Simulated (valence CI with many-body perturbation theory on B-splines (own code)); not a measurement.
**Pt⁵⁷⁺ in brief**

Level of theory: configuration interaction combined with many-body perturbation theory (CI+MBPT): three valence electrons over a frozen Dirac-Fock core [Ar], a basis of 7 s, 7 p, 8 d, 6 f, 4 g, 1 h functions for each j, with the one-electron correlation potential Σ1, the two-electron term Σ2, the three-electron term Σ3, Breit, model QED; selected CI, second order for the rest, scaled by the run's own slope (own B-spline code, finite nucleus).

No measured spectrum was set against this ion. As an estimate, large intervals hold to a few tenths of a per cent, small ones and those within an open d or f shell to about a per cent. The list stops below the first excitations out of the core. Only levels of the ground parity were solved; by the run's estimate the other parity begins above the list, which can be wrong where configurations are misplaced.

Levels are named by their leading jj configuration (3d3/2^4 stands for four electrons in 3d with j = 3/2), which in mixed levels can hold well under half, so a name can repeat and another be missing.

Rates and lifetimes use the calculated energies. Strong lines usually hold to 10 to 20 %, long lifetimes can be off by a factor of two.

Question: What is the ground level?

Answer: (3d3/2^3) J=3/2, composition 42 % 3d3 4F + 41 % 3d3 2D + 12 % 3d3 2P, g = 0.730.

Question: How well does LS coupling describe the low levels?

Answer: Among the lowest 16 levels the leading LS term, summed over configurations, holds 58 % on average. For single configurations the figures are 58 % in LS and 99 % in jj coupling. Terms mix most in the J = 3/2 level at 92.58 eV, where the leading one holds 38 %.

Question: What is the ionisation energy?

Answer: 5800.7 eV; NIST lists 5800 ± 6 eV (theoretical).
